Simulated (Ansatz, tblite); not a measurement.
Removing an electron: H2Te2 (Te2H2). The state is a singlet with charge 0. Geometry: r2SCAN-D4/def2-TZVP. Ansatz, gas phase; energy differences of separate SCF runs; the oxidised species was run as a doublet alone.

| atom | x (Å) | y (Å) | z (Å) |
| --- | --- | --- | --- |
| Te1 | 1.1076 | -0.0385 | 0.9717 |
| Te2 | -1.3080 | 0.6796 | -0.0113 |
| H3 | 0.9696 | -1.6536 | 0.5909 |
| H4 | -0.7692 | 1.0125 | -1.5513 |

In the def2 sets Te takes a core potential; there is no spin–orbit coupling. The xTB rows come from tblite. Correlated methods freeze 8 core orbitals; core or outer-core shells of Te are correlated, in sets that lack core-valence functions. HOMO above LUMO, or a gap near zero within one spin, warns that the state may not be the lowest or that an electron is smeared out.

| level | −HOMO (eV) | vertical IE (eV) | −LUMO (eV) | HOMO–LUMO gap (eV) | remarks |
| --- | --- | --- | --- | --- | --- |
| GFN1-xTB | 9.88 | 13.53 | 6.60 | 3.28 | – |
| GFN2-xTB | 9.68 | 13.61 | 5.82 | 3.87 | – |
| HF/def2-TZVPP | – | 7.80 | – | – | – |
| PBE-D4/def2-TZVP | 5.63 | 8.41 | 2.86 | 2.76 | gap within one spin near zero (+1 doublet) |
| r2SCAN-D4/def2-TZVP | 5.88 | 8.56 | 2.73 | 3.15 | gap within one spin near zero (+1 doublet) |
| PBE0-D4/def2-TZVP | 6.67 | 8.64 | 2.13 | 4.54 | – |
| MP2/def2-TZVPP | – | 8.75 | – | – | – |
| CCSD/def2-TZVPP | – | 8.62 | – | – | – |
| CCSD(T)/def2-TZVPP | – | 8.67 | – | – | – |

Relaxing the oxidised species (r2SCAN-D4/def2-TZVP) changes its energy by -0.60 eV at PBE-D4/def2-TZVP, so the adiabatic ionisation energy to this nearest minimum is 7.82 eV. At PBE0-D4/def2-TZVP it is 7.98 eV.    Raw xTB energy differences between charge states are shifted by several eV; the methods need an empirical correction for them.
